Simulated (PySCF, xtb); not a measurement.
BeFI, SMILES [F][Be][I].

xtb 6.7.1 with GFN2-xTB at its own geometry gives an orbital gap of 6.34 eV and a dipole moment of 2.98 D.

Geometry optimised at PBE-D3(BJ)/def2-TZVP. The def2 effective core potentials stand for the cores of I; spin–orbit coupling is left out.

**Question.** What does HF/def2-TZVPD in PySCF give? (The exact figures need the calculation; the answer reports its results.)

**Answer.** gap 11.64 eV (levels -10.73 and 0.91 eV), dipole 0.56 D.
